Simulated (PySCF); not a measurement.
## Radial density of K²⁺ (potassium, charge +2)

MN15, [Ne] 3s2 3p5, 2P determinant. All numbers are calculated (PySCF 2.14, the non-relativistic Hamiltonian (point nucleus), in 6-31G* (5s4p3d, 32 functions)).

```json
{"r (bohr)": "0.00151", "4πr²ρ (e/bohr)": "0.1213", "4πr²(ρα − ρβ)": "0.0000"}
{"r (bohr)": "0.00255", "4πr²ρ (e/bohr)": "0.3348", "4πr²(ρα − ρβ)": "0.0000"}
{"r (bohr)": "0.00429", "4πr²ρ (e/bohr)": "0.8930", "4πr²(ρα − ρβ)": "0.0000"}
{"r (bohr)": "0.00721", "4πr²ρ (e/bohr)": "2.249", "4πr²(ρα − ρβ)": "0.0000"}
{"r (bohr)": "0.0121", "4πr²ρ (e/bohr)": "5.296", "4πr²(ρα − ρβ)": "0.0001"}
{"r (bohr)": "0.0204", "4πr²ρ (e/bohr)": "10.94", "4πr²(ρα − ρβ)": "0.0005"}
{"r (bohr)": "0.0343", "4πr²ρ (e/bohr)": "18.43", "4πr²(ρα − ρβ)": "0.0032"}
{"r (bohr)": "0.0577", "4πr²ρ (e/bohr)": "22.13", "4πr²(ρα − ρβ)": "0.0167"}
{"r (bohr)": "0.0971", "4πr²ρ (e/bohr)": "17.68", "4πr²(ρα − ρβ)": "0.0656"}
{"r (bohr)": "0.163", "4πr²ρ (e/bohr)": "16.79", "4πr²(ρα − ρβ)": "0.1570"}
{"r (bohr)": "0.275", "4πr²ρ (e/bohr)": "22.74", "4πr²(ρα − ρβ)": "0.1449"}
{"r (bohr)": "0.462", "4πr²ρ (e/bohr)": "12.33", "4πr²(ρα − ρβ)": "0.0007"}
{"r (bohr)": "0.777", "4πr²ρ (e/bohr)": "4.843", "4πr²(ρα − ρβ)": "0.4496"}
{"r (bohr)": "1.31", "4πr²ρ (e/bohr)": "5.544", "4πr²(ρα − ρβ)": "0.7706"}
{"r (bohr)": "2.20", "4πr²ρ (e/bohr)": "1.332", "4πr²(ρα − ρβ)": "0.2148"}
{"r (bohr)": "3.70", "4πr²ρ (e/bohr)": "0.02908", "4πr²(ρα − ρβ)": "0.0052"}
{"r (bohr)": "6.22", "4πr²ρ (e/bohr)": "0.001013", "4πr²(ρα − ρβ)": "0.0002"}
{"r (bohr)": "10.5", "4πr²ρ (e/bohr)": "0.0001448", "4πr²(ρα − ρβ)": "0.0000"}
```
